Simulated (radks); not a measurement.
Question: Sb3+, 48 electrons, occupied as [Kr] 4d10 5s2 (the NIST ground configuration). Method: scalar-relativistic Kohn-Sham, PBE, spin-polarised, spherical densities, finite nucleus; Fermi nuclear charge, rms radius 4.6802 fm; computed with a radial shooting solver on a logarithmic mesh with Libxc functionals. Some entries of the table are withheld. Estimate them.

orbital  occ.  eigenvalue (eV)  <r> (bohr)  <1/r> (bohr^-1)
1s          2        -30333.73     0.02842              (1)
2s          2        -4641.165      0.1226            12.41
2p          6        -4169.799      0.1071              (2)
3s          2        -933.7472      0.3305            4.423
3p          6        -780.0674         (3)            4.209
3d         10        -545.5347      0.3054              (4)
4s          2        -178.2953      0.7905            1.758
4p          6        -131.2341      0.8515              (5)
4d         10         -62.7768       1.020            1.302
5s          2         -38.9049       2.021           0.6414
5p          0         -28.8612       2.361           0.5426

Answer: 
(1) 1s <1/r> (bohr^-1): 54.32
(2) 2p <1/r> (bohr^-1): 11.92
(3) 3p <r> (bohr): 0.3287
(4) 3d <1/r> (bohr^-1): 3.977
(5) 4p <1/r> (bohr^-1): 1.602
